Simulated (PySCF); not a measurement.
## Polarisability and C₆ of I+ (iodine, charge +1)

[Kr] 4d10 5s2 5p3 6s1, high-spin 5S determinant (an excited configuration). Computed with PySCF 2.14 in aug-cc-pwCVTZ-DK3 (10s9p7d4f1g, 109 functions), with the spin-free X2C one-electron Hamiltonian (Gaussian nucleus). Coupled (time-dependent) response in atomic units; α is the mean over directions.

```csv
method,mean α (bohr³),C₆ (like pair),S(−4)
M06-2X,388.0,6253,139600
```

S(−4) is the Cauchy moment in α(ω) = α(0) + S(−4) ω² + …

α(iu) at M06-2X:

| u (hartree) | α(iu) (bohr³) |
| --- | --- |
| 0 | 388.0 |
| 0.0500 | 207.2 |
| 0.100 | 92.04 |
| 0.200 | 35.28 |
| 0.300 | 21.33 |
| 0.500 | 11.97 |
| 0.750 | 7.445 |
| 1.00 | 5.186 |
| 1.50 | 3.053 |
| 2.00 | 2.089 |
| 3.00 | 1.215 |
| 5.00 | 0.5838 |

For an ion, C₆ is the dispersion term alone; charge-induced terms of lower order in 1/R come first.

The outer electron is Rydberg-like, and this basis confines it to a smaller radius and binds it less than a complete one would.
